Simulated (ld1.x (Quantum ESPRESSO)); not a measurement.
Configuration tests for phosphorus (P) (ultrasoft)

```
Element                 : P (Z = 15)
Generator               : ld1.x (Quantum ESPRESSO) 7.5
Type                    : ultrasoft
Functional              : LDA (PZ)
Relativity              : scalar-relativistic
Frozen core             : [He]
Valence charge          : 13
Reference configuration : 2s2 2p6 3s2 3p0 (charge +3)
Partial waves           : 2s (bound): rcut 0.70, rcutus 0.80 bohr; 3s (bound): rcut 0.70, rcutus 0.80 bohr; 2p (bound): rcut 0.70, rcutus 0.90 bohr; 3p (bound, empty): rcut 0.70, rcutus 0.90 bohr; 3d channel at 0.35 Ry: rcut 0.85, rcutus 1.10 bohr; 3d channel at 1.35 Ry: rcut 0.85, rcutus 1.10 bohr
Local potential         : all-electron potential smoothed inside 0.70 bohr (lloc = -1)
Core correction         : Bessel-smoothed model core, default radius (core density twice the valence density)
Augmentation charge     : built from norm-conserving waves at rcut, not smoothed further
```

Energies are relative to the spin-unpolarised reference configuration 2s2 2p6 3s2 3p0; without spin polarisation the order of configurations can differ from experiment. Spin-polarised rows fill each open shell by Hund’s rule, majority spin first. The frozen-core shift is the all-electron ΔE with the core orbitals held at their reference shape minus the fully relaxed ΔE.

| valence configuration | charge | ΔE all-electron (eV) | error AE − PS (meV) | frozen-core shift (meV) |
| --- | --- | --- | --- | --- |
| 2s2 2p6 3s2 3p2 | +1 | -49.144 | -3387 | 0.0 |
| 2s2 2p6 3s2 3p1 | +2 | -29.895 | -2213 | 0.0 |
| 2s2 2p6 3s1 3p0 | +4 | 52.189 | +4901 | +0.1 |
| 2s2 2p6 3s1 3p3 | +1 | -40.072 | -2087 | 0.0 |
| 2s2 2p6 3s2 3p2.5 | +0.5 | -55.144 | -3667 | 0.0 |
| 2s2 2p6 3s2 3p3 (spin-polarised) | 0 | -60.475 | -3869 | 0.0 |
| 2s2 2p6 3s2 3p2 (spin-polarised) | +1 | -49.987 | -3436 | 0.0 |

(1) What are ΔE and the potential's error for 2s2 2p6 3s0 3p5?

(2) What are ΔE and the potential's error for 2s2 2p6 3s2 3p3?

Levels in the configuration 2s2 2p6 3s2 3p2.5:

```tsv
level	all-electron (eV)	pseudo (eV)
2s	-178.142	-186.024
2p	-129.522	-137.504
3s	-18.471	-16.810
3p	-9.755	-9.366
```

A Bessel basis up to 400 Ry misses an occupied level by 3.49 Ry, so cutoffs and ghosts were not judged. The potential misses its own reference levels by up to 4.3 eV, so it is not fit for use.

## Answers

(1) ΔE = -41.829 eV all-electron; the error (AE − PS) is -1324 meV.

(2) ΔE = -58.965 eV all-electron; the error (AE − PS) is -3788 meV.

These tests converged, but a pseudo level misses the all-electron one widely, so the file describes the atom poorly there or has found another state: 2s2 2p6 3s2 3p2: 3s by 2.1 eV; 2s2 2p6 3s2 3p1: 3s by 3.0 eV; 2s2 2p6 3s1 3p0: 3s by 5.6 eV; 2s2 2p6 3s1 3p3: 3s by 2.1 eV.
